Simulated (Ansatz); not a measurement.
`[CH3][SbH][C](N)([GaH2])O[SiH3]` → 2 C• + Ga• + 11 H• + N• + O• + Sb• + Si•  (atomization)

Computed with Ansatz on PBE0-D4/def2-TZVP structures; ΔE is electronic, products minus reactants. CCSD(T)/CBS adds triple-zeta CCSD(T) − MP2 to the extrapolated MP2 energy (def2 sets, frozen cores). This one scheme is used for every species, atoms too. For atomizations the MP2-based limit and the directly extrapolated one differ by several kJ/mol either way, and by 10 to 25 for some Ge, Se and Sn compounds, so smaller differences from it don't rank the levels. DFT in def2-TZVPP. HSE06 is defined as in plane-wave codes. Open shells (•) are unrestricted, without spin–orbit coupling. Spin–orbit coupling would lower the free atoms: a little for C, O, Si; clearly for Ga. Elements past krypton have def2 core potentials. Bonds to Ga, Sb are less sure, by a few kJ/mol each and by 10 to 20 or more in all where they break to atoms, as the def2 sets lack core-valence functions. Scalar relativity is left out up to krypton. One conformer a species, not always the lowest.

| level | ΔE (eV) |
| --- | --- |
| HSE06-D4 | 59.37 |
| MP2/def2-SVP | 55.60 |

Q: What does CCSD(T)/CBS give? (An estimate is asked.)

A: Computed: +59.89 eV. The listed levels differ from it by -0.52, -4.29 eV.

Largest T1 diagnostic among the species: 0.014.

Leaving LDA and LC-ωPBE aside and taking each functional with its dispersion term where it has one, the values, not all of them listed here, spread over 2.48 eV, from BHLYP-D4 to PBE-D4. LDA lies +8.87 eV from PBE without D4, its usual overbinding. At CCSD(T), def2-SVP lies −4.50 eV from the extrapolated value and def2-TZVPP −1.71 eV: correlation converges slowly with the basis, and small sets miss more of it in the bonded molecule than in its fragments. The D4 term adds +1.02 eV with B3LYP and +0.54 eV with PBE0; it sums over pairs of atoms, weighted by their polarisabilities, and B3LYP, whose exchange is more repulsive, gets the larger term.

B3LYP here is the variant with VWN-RPA as its local correlation; programs differ in this.
